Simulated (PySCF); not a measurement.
Cl₂H₃NOZr, SMILES [NH2][Zr]([OH])([Cl])[Cl], multiplicity 1.

Geometry optimised at B3LYP-D3(BJ)/def2-SVP. The multiplicity is an assumed one; no other spin state was optimised. The structure was generated by enumeration; whether it is a known compound was not checked. The def2 effective core potentials stand for the cores of Zr; spin–orbit coupling is left out. The values are those of a single conformer.

Computed with TDA-PBE0/def2-SVPD (PySCF).

Vertical excitations. Isolated molecule, no solvent. State labels are in the subgroup Cs.

Q: List the lowest excited states. (The exact figures need the calculation; the answer reports its results.)

A: 
```csv
state,symmetry,energy (eV),λ (nm),f,main pairs
S1,A",4.93,252,0.009,HOMO→LUMO 96 %
S2,A",5.74,216,0.000,HOMO→LUMO+2 92 %
S3,A',5.77,215,0.039,"HOMO→LUMO+1 76 %, HOMO→LUMO+4 21 %"
S4,A",6.07,204,0.020,"HOMO−1→LUMO 72 %, HOMO−3→LUMO 20 %"
S5,A',6.16,201,0.001,HOMO−2→LUMO 97 %
S6,A",6.29,197,0.010,"HOMO−3→LUMO 75 %, HOMO−1→LUMO 13 %"
S7,A",6.38,194,0.037,"HOMO→LUMO+3 66 %, HOMO→LUMO+5 22 %"
S8,A',6.43,193,0.003,HOMO−1→LUMO+1 83 %
S9,A",6.49,191,0.000,"HOMO→LUMO+5 70 %, HOMO→LUMO+3 23 %"
S10,A',6.53,190,0.017,"HOMO−4→LUMO 51 %, HOMO→LUMO+4 21 %, HOMO−3→LUMO+1 19 %"
T1,A",4.78,259,0,HOMO→LUMO 97 %
T2,A',4.83,257,0,"HOMO→LUMO+1 81 %, HOMO→LUMO+4 13 %"
T3,A",5.61,221,0,"HOMO→LUMO+2 72 %, HOMO−1→LUMO 17 %"
T4,A",5.68,218,0,"HOMO−1→LUMO 77 %, HOMO→LUMO+2 17 %"
```
Triplets are in the Tamm–Dancoff approximation.
